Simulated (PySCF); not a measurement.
Simulated Si 2p region for H6O7Si2 ([(OH)3Si]2O), binding energy against the vacuum level.

Every computed line was given a Gaussian of 0.6 eV full width at half maximum and an area set by the number of equivalent atoms (split 2:1 within a doublet); the highest printed point is 100. Method: delta-SCF UKS SCAN, pcX-2 on the ionised atom, pcseg-1 elsewhere, spin-free X2C (PySCF 2.14.0).

binding energy (eV), intensity and a bar:
```
    107.7          0 
    107.8          1 
    107.9          2 #
    108.0          6 ##
    108.1         14 ####
    108.2         29 #########
    108.3         49 ###############
    108.4         72 ######################
    108.5         91 ###########################
    108.6        100 ##############################
    108.7         96 #############################
    108.8         84 #########################
    108.9         70 #####################
    109.0         61 ##################
    109.1         57 #################
    109.2         55 ################
    109.3         49 ###############
    109.4         39 ############
    109.5         27 ########
    109.6         16 #####
    109.7          9 ###
    109.8          4 #
    109.9          1 
    110.0          0 
    110.1          0
```

How many maxima does the curve show, and how many computed lines lie under it?

The curve has 1 maximum (at 108.6 eV). Under it lie 2 lines from 1 inequivalent silicon site, drawn as a 2p3/2, 2p1/2 pair. At this width some lines have no maximum of their own.

Decompose the envelope and assign each component. Bonds: Si1–O2, Si1–O3, Si1–O4, Si1–O5, O5–Si6, Si6–O7, Si6–O8, Si6–O9. Hydrogens: H10 on O2; H11 on O3; H12 on O4; H13 on O7; H14 on O8; H15 on O9.

```csv
position (eV),relative area,line,atoms,environment
108.60,1.33,Si 2p3/2,Si1/Si6,silicon bonded to 4 O
109.22,0.67,Si 2p1/2,Si1/Si6,silicon bonded to 4 O
```

What are the centre and the root-mean-square width of the whole band?

The area-weighted mean of the lines is 108.81 eV. Their own spread about it is 0.29 eV (rms) and each Gaussian has σ = 0.6/2.355 = 0.25 eV; the variances add, which gives 0.39 eV.

The curve has no shake-up lines and no vibrational structure. One atom of each set of topologically equivalent atoms was ionised and stands for the set; in this conformer not all members are related by symmetry, and their own values weren't computed. For 2p shells one spin-free hole was relaxed; a mean-field spin–orbit operator and the ground-state splitting of the three 2p orbitals were then diagonalised within the shell. The shell's mean is (2 × 2p3/2 + 2p1/2)/3, and the degeneracies 2j + 1 give areas of 2:1. 2p1/2 minus 2p3/2 (ligand field included): Si 0.63 eV. One conformer (not necessarily the lowest) at the PBE0-D3(BJ)/def2-SVP geometry, without solvent, vibrations or thermal averaging.
